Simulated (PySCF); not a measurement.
Geometry:
```tsv
atom	x (Å)	y (Å)	z (Å)
Si1	3.616	-0.889	0.422
S2	2.652	0.072	-1.254
C3	0.998	-0.020	-0.652
C4	0.308	0.952	0.032
C5	-1.018	0.533	0.313
S6	-2.378	1.231	1.120
C7	-3.327	-0.185	0.819
C8	-2.653	-1.160	0.135
C9	-1.324	-0.745	-0.157
S10	0.033	-1.445	-0.962
H11	5.070	-0.917	0.088
H12	3.095	-2.275	0.597
H13	3.385	-0.107	1.671
H14	0.751	1.909	0.307
H15	-4.357	-0.220	1.173
H16	-3.090	-2.118	-0.144
```

Geometry: PBE0-D3(BJ)/def2-SVP; GIAO shifts from PySCF 2.14, gas phase, non-relativistic, averaged over equivalent atoms.

At PBE0/pcSseg-1 (228 basis functions, 2.2 min wall time on 1 thread of an Intel Xeon, shared host):
```csv
atoms,δ (ppm)
Si1,-37.6
S10,207.9
S6,177.6
S2,-129.1
C9,148.3
C5,143.7
C3,142.1
C7,135.4
C4,133.4
C8,124.2
H14,7.44
H15,7.25
H16,7.21
H11/H12/H13,4.67
```

Referencing at the same level of theory: ²⁹Si (σref 351.99) and ¹³C (σref 184.41) and ¹H (σref 31.27) vs TMS; CS2 for ³³S (σref 495.66).

Estimate the result of repeating the calculation with wB97X-D/pcSseg-1.

Results:


```
      atoms  δ at wB97X-D/pcSseg-1  change
        Si1                  -35.8    +1.8
        S10                  210.2    +2.3
         S6                  178.0    +0.4
         S2                 -135.5    -6.4
         C9                  150.5    +2.2
         C5                  145.9    +2.2
         C3                  144.9    +2.8
         C7                  138.0    +2.6
         C4                  134.9    +1.5
         C8                  125.4    +1.2
        H14                   7.45   +0.01
        H15                   7.28   +0.03
        H16                   7.21   +0.00
H11/H12/H13                   4.60   -0.07
```

Referencing at the same level of theory: ²⁹Si (σref 352.93) and ¹³C (σref 184.54) and ¹H (σref 31.38) vs TMS; ³³S (σref 493.71) vs CS2.

The largest change is at S2 (sulfur bonded to C, Si). Cost: 228 basis functions, 2.5 min wall time on 1 thread of an Intel Xeon, shared host. The order of the carbon signals is the same at both levels.
